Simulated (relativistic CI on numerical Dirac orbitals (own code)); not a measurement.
## Ir5+: 5d valence photoemission

Computed with this model: Dirac-Coulomb-Breit CI, KLI orbitals optimised for each configuration, model QED, valence Slater integrals scaled by 0.9, multiplet model of photoemission in the sudden approximation; configurations [Xe] 4f14 5d4 → [Xe] 4f14 5d3; 300 K; Lorentzian 0.42 eV and Gaussian 0.5 eV FWHM. Energies are those of the free ion, without screening or charge transfer. The energies are binding energies and can lie tens of eV above those of solids. S is read from ⟨S²⟩ = S(S + 1).

Field parameters in Wybourne normalisation: D4h B²₀ = −7Ds, B⁴₀ = 21(Dq − Dt), B⁴₄ = 21√(5/14) Dq; Oh B⁴₀ = 21Dq, B⁴₄ = √(5/14) B⁴₀. The field is a parameter set, without covalency.

Computed curve for Oh, 10Dq = 26500 cm⁻¹, scaled to 100 at the maximum (points under 2 are left out and the grid is thinned):

| Energy (eV) | Intensity |
| --- | --- |
| 70.1 | 2.1 |
| 70.2 | 2.3 |
| 70.4 | 2.8 |
| 70.5 | 3.1 |
| 70.6 | 3.5 |
| 70.7 | 4.0 |
| 70.9 | 5.4 |
| 71.0 | 6.4 |
| 71.1 | 7.7 |
| 71.2 | 9.6 |
| 71.4 | 16.3 |
| 71.5 | 22.4 |
| 71.6 | 31.5 |
| 71.8 | 60.7 |
| 71.9 | 78.2 |
| 72.0 | 92.9 |
| 72.1 | 100.0 |
| 72.3 | 85.4 |
| 72.4 | 68.8 |
| 72.5 | 52.0 |
| 72.6 | 38.2 |
| 72.8 | 21.8 |
| 72.9 | 18.1 |
| 73.0 | 16.2 |
| 73.2 | 17.1 |
| 73.3 | 20.0 |
| 73.4 | 25.2 |
| 73.5 | 33.4 |
| 73.7 | 57.3 |
| 73.8 | 69.1 |
| 73.9 | 76.4 |
| 74.0 | 76.8 |
| 74.2 | 58.5 |
| 74.3 | 45.8 |
| 74.4 | 34.3 |
| 74.5 | 25.4 |
| 74.7 | 15.1 |
| 74.8 | 12.7 |
| 74.9 | 11.5 |
| 75.1 | 11.2 |
| 75.2 | 11.3 |
| 75.3 | 11.0 |
| 75.4 | 10.3 |
| 75.6 | 8.5 |
| 75.7 | 7.7 |
| 75.8 | 7.1 |
| 75.9 | 6.7 |
| 76.1 | 5.5 |
| 76.2 | 4.9 |
| 76.3 | 4.3 |
| 76.5 | 3.5 |
| 76.6 | 3.4 |
| 76.7 | 3.4 |
| 76.8 | 3.6 |
| 77.0 | 3.9 |
| 77.1 | 3.9 |
| 77.2 | 3.7 |
| 77.3 | 3.3 |
| 77.5 | 2.4 |
| 77.6 | 2.1 |

The ground state has S = 1.19, and the centroid lies at 73.19 eV.
